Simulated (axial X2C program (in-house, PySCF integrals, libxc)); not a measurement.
# Spin–orbit effects down a group: molecules with K (ions), PBE0

Computed with an axial X2C code built on PySCF integrals, spin-free (one-electron X2C) or two-component (2c: spin–orbit coupling with atomic mean-field Coulomb and Gaunt terms, which also bring small scalar terms), in Dyall basis sets with cores contracted in-house; open shells are unrestricted.

Basis sets: K dyall-cv3z, O dyall-av3z, S dyall-av3z, Se dyall-cv3z, Te dyall-cv3z.

```json
{"molecule": "KO⁺", "spin-free state": "M_S = 1, Λ = 0", "Re (Å)": "2.953", "ωe (cm⁻¹)": "125.8", "De (eV)": "0.19", "2c state": "Ω = 1", "Re 2c (Å)": "2.953", "ωe 2c (cm⁻¹)": "125.8", "De 2c (eV)": "0.19"}
{"molecule": "KS⁺", "spin-free state": "M_S = 1, Λ = 0", "Re (Å)": "3.312", "ωe (cm⁻¹)": "116.9", "De (eV)": "0.34", "2c state": "Ω = 1", "Re 2c (Å)": "3.312", "ωe 2c (cm⁻¹)": "116.9", "De 2c (eV)": "0.34"}
{"molecule": "KSe⁺", "spin-free state": "?", "Re (Å)": "?", "ωe (cm⁻¹)": "?", "De (eV)": "?", "2c state": "?", "Re 2c (Å)": "?", "ωe 2c (cm⁻¹)": "?", "De 2c (eV)": "?"}
{"molecule": "KTe⁺", "spin-free state": "M_S = 1, Λ = 0", "Re (Å)": "3.594", "ωe (cm⁻¹)": "92.4", "De (eV)": "0.45", "2c state": "Ω = 1", "Re 2c (Å)": "3.609", "ωe 2c (cm⁻¹)": "87.6", "De 2c (eV)": "0.31"}
```

Q: Estimate the 2c Re and ωe of KSe⁺ as the mean of its neighbours in the table.

A: Re ≈ 3.460 Å, ωe ≈ 102.2 cm⁻¹. The PBE0 runs give the row below, so the estimate misses by 0.046 Å and 4.5 cm⁻¹.

```json
{"molecule": "KSe⁺", "spin-free state": "M_S = 1, Λ = 0", "Re (Å)": "3.411", "ωe (cm⁻¹)": "98.6", "De (eV)": "0.39", "2c state": "Ω = 1", "Re 2c (Å)": "3.414", "ωe 2c (cm⁻¹)": "97.7", "De 2c (eV)": "0.35"}
```

Fragments in 2c: K+ + O, K+ + S, Se + K+, Te + K+. Each entry is the lowest single determinant of a limited PBE0 search at one distance. De goes to single-determinant-based atoms at the same level (for ions the charge split of lowest energy) and is withheld (n/a) where an atom does not fit its ground term or J level. Main or longest-lived isotopes. One determinant is a doubtful description, or other states lie close, for KO⁺, KS⁺, KSe⁺, KTe⁺; these need not be ground states, and all values refer to the states named. Some open-shell Ω = 0 determinants are out of reach, so the Ω given for KO⁺, KS⁺, KSe⁺, KTe⁺ need not be the lowest component. With several unpaired electrons the Ω given is that of one determinant, not necessarily of the lowest component. Some light 2c atoms are not at their ground J level, so De misses part of their lowering (0.04 eV or less). The functionals have no current term, which raises determinants with orbital currents.
